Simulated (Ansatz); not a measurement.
```yaml
crystal:
  periodic: [false, false, false]
  atoms:
    - {symbol: C, position_ang: [-0.359338, 1.985945, -0.388116]}
    - {symbol: C, position_ang: [-0.505949, 0.751897, 0.118363]}
    - {symbol: N, position_ang: [0.065203, -0.297372, -0.547017]}
    - {symbol: Ge, position_ang: [0.350420, -1.846347, 0.288793]}
    - {symbol: H, position_ang: [0.068727, 2.294788, -1.217351]}
    - {symbol: H, position_ang: [-0.881030, 3.017570, 0.199040]}
    - {symbol: H, position_ang: [-1.038550, 0.596031, 0.921460]}
    - {symbol: H, position_ang: [0.521068, -0.090049, -1.352954]}
    - {symbol: H, position_ang: [1.719059, -1.640361, 1.149991]}
    - {symbol: H, position_ang: [0.604372, -2.912301, -0.735490]}
    - {symbol: H, position_ang: [-0.745998, -2.057685, 1.144196]}
basis:
  gaussian: {orbitals: def2-TZVPD}
total_charge: 1
magnetization: {spin_polarized: true, initial_magnetization: 5}
hamiltonian: {xc: {name: HF}}
correlation: {method: rpa, electrons: outside_noble_gas}
```

```sh
$ ansatz run in.yaml --threads 4 --pin off --events-out ev --progress --plain --max-ram 10444MiB
```

Shortened log:

```
Functional definition: HF
1581 factors; integrals over basis functions are off by at most 7.8e-4 eV
mean field evaluation 1: about -60087.2800 eV, gradient 4.8e1 eV
mean field evaluation 2: about -60087.3607 eV, gradient 4.8e1 eV
mean field evaluation 4: about -60101.5222 eV, gradient 1.4e1 eV
mean field evaluation 8: about -60104.9770 eV, gradient 2.2e0 eV
mean field evaluation 16: about -60105.5350 eV, gradient 3.1e-1 eV
mean field evaluation 32: about -60106.1050 eV, gradient 6.1e-2 eV
mean field evaluation 64: about -60105.9945 eV, gradient 2.2e-1 eV
mean field evaluation 128: about -60106.1002 eV, gradient 1.7e-1 eV
mean field evaluation 160: about -60105.5042 eV, gradient 7.4e-1 eV
mean field evaluation 192: about -60105.5821 eV, gradient 4.5e-1 eV
mean field evaluation 224: about -60106.1040 eV, gradient 1.9e-1 eV
mean field -60106.10533024 eV, -2208.8586295048 hartree, gradient 2.9e-6 eV, S^2 8.787925; 8 other end points of the search recorded, 0 dependent functions left out
17 core orbitals not correlated: weight in the atoms' cores, before any rotation towards them, 0.993 or more for the frozen orbitals, at most 0.008 for the correlated occupied ones
reference -60106.10533024 eV, -2208.8586295048 hartree; 14, 9 occupied and 197, 202 virtual orbitals, 1581 factors
Total energy: -60124.98255320 eV, -2209.5523546533 hartree
```

In this input the spin is set far too high for this molecule. Self-consistency was reached. The result belongs to that input, not to the molecule as meant.
